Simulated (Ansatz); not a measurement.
Job for Ansatz (a first-principles code): R-r2SCAN/def2-TZVPPD on H8OSi2 (a complex). Files ending in .json are basis or fitting sets from the Basis Set Exchange.

Ansatz 0.2 input:
```yaml
crystal:
  periodic: [false, false, false]
  atoms:
    - {symbol: Si, position_ang: [-0.00624670, 0.15045999, 0.19760348]}
    - {symbol: H, position_ang: [-0.82315555, 1.07555603, 1.01331539]}
    - {symbol: H, position_ang: [1.37651391, 0.65870729, 0.08434713]}
    - {symbol: H, position_ang: [-0.60913515, -0.00417720, -1.14389018]}
    - {symbol: H, position_ang: [0.01719270, -1.17477879, 0.86582093]}
    - {symbol: O, position_ang: [-0.47734403, -1.23093424, 3.80155389]}
    - {symbol: Si, position_ang: [-0.02216876, 0.29556817, 4.23618521]}
    - {symbol: H, position_ang: [-0.61174100, -1.41165480, 2.86721779]}
    - {symbol: H, position_ang: [1.11411105, 0.77343335, 3.40748007]}
    - {symbol: H, position_ang: [0.38526541, 0.21481561, 5.65273703]}
    - {symbol: H, position_ang: [-1.13131998, 1.26938085, 4.08879099]}
basis:
  gaussian:
    orbitals: def2-TZVPPD.json
hamiltonian:
  xc: {name: r2SCAN}
scf: {lower_state_search: off}
```

The head of its log:

```
Functional definition: r2SCAN
[...]
these checks for a lower state are left out or cut short: stability, starts, cluster_reference, orbital_swaps, neighbouring_geometries, increment
integrals: 0.22 GiB planned
1266 factors; their error is unknown
mean field: 1.42 GiB planned
mean field evaluation 1: about -17926.5936 eV, gradient 5.7e1 eV
mean field evaluation 2: about -17907.5880 eV, gradient 1.1e2 eV
```

**Question.** Predict the final total energy.

**Answer.** -658.9880 hartree.
